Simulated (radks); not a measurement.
The numbers below are computed, except where a source is named.
Species: Kr18+. Configuration: [Ar]. Code: a radial shooting solver on a logarithmic mesh with Libxc functionals. Model: scalar-relativistic Kohn-Sham, PBE, spin-polarised, spherical densities, point nucleus. Some entries of the table are withheld. Estimate them.

orbital  occ.  eigenvalue (hartree)  <r^2> (bohr^2)  <1/r> (bohr^-1)
1s          2             -545.3990             (1)            36.76
2s          2             -93.61859             (2)            8.217
2p          6             -85.77996         0.03083            8.021
3s          2             -30.69016          0.2540            3.079
3p          6             -28.16683          0.2493            2.974

Answer. 
(1) 1s <r^2> (bohr^2): 0.002320
(2) 2s <r^2> (bohr^2): 0.03909
